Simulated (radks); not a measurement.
Results of a calculation; reference values are marked as such.
Level of theory: Dirac Kohn-Sham, BLYP, spin-unpolarised, spherical densities, point nucleus; open shells fill j = l - 1/2 first (a radial shooting solver on a logarithmic mesh with Libxc functionals). Each species is in its NIST ground configuration. Rank Zn4+, Hg4+, Cd4+ by radius at which the density is 0.001 e/bohr^3 (bohr), largest first.

Answer. Hg4+ 3.09, Cd4+ 2.87, Zn4+ 2.42.
